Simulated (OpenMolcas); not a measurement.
# V3+: moving or changing the point charges

V3+ among 8 point charges of -1.6 e arranged as a cube (Oh), 1.88 Å from the ion.
```
   1.0854    1.0854    1.0854  -1.60
   1.0854    1.0854   -1.0854  -1.60
   1.0854   -1.0854    1.0854  -1.60
   1.0854   -1.0854   -1.0854  -1.60
  -1.0854    1.0854    1.0854  -1.60
  -1.0854    1.0854   -1.0854  -1.60
  -1.0854   -1.0854    1.0854  -1.60
  -1.0854   -1.0854   -1.0854  -1.60
```

| Item | Value |
| --- | --- |
| Program | OpenMolcas 26.06 |
| Method | SS-CASPT2, IPEA 0.25 Eh, imaginary shift 0.1 Eh (closed shells correlated: 3s 3p) |
| Basis | ANO-RCC-VDZP [5s4p2d1f] |
| Scalar Hamiltonian | DKH2, point nucleus |
| Active space | 2 electrons in 5 orbitals (3d) |
| State averaging | 2S+1 = 3 even, 10 roots; 2S+1 = 1 even, 15 roots |
| Spin-orbit coupling | RASSI with atomic mean-field integrals over the reference wave functions |

Runs around this geometry, states (labels of O, the rotations of Oh). Energies in cm-1 above the lowest state or level, χT in cm3 K/mol.

| R (Å) | q (e) | Ground state | First state of that spin | First gap with spin-orbit (degeneracies) | χT at 300 K | First state of another spin |
| --- | --- | --- | --- | --- | --- | --- |
| 1.88 | -1.04 | 3A2 | 3T2 3660 | 3580 (3, 1) | 0.944 | 1E 12320 |
| 1.88 | -1.6 | 3A2 | 3T2 5620 | 5530 (3, 1) | 0.964 | 1E 12390 |
| 2.01 | -1.6 | 3A2 | 3T2 3840 | 3760 (3, 1) | 0.946 | 1E 12350 |

Taking the first state of the same spin as R^-n, n = -ln(3840 / 5620) / ln(2.01 / 1.88) = 5.7 between the shortest and longest distance.

Scaling the charges by -1.04 / -1.6 = 0.65 scales the first state of the same spin by 3660 / 5620 = 0.65; with fixed orbitals a first-order splitting would follow the charge.

Roots that are degenerate in the reference are averaged as groups; the widest CASPT2 spread within a group is 470 cm-1 (the 3-fold group of multiplicity 3 near 3840 cm-1 above the lowest state of its run, R = 2.01, q = -1.6). Shifts and gaps below about the spread of the groups concerned are not significant. Free-ion shares, where given, are those of the reference states; single-state CASPT2 does not remix them. This is an electrostatic model: the charges have no orbitals. No measured value stands beside these numbers.
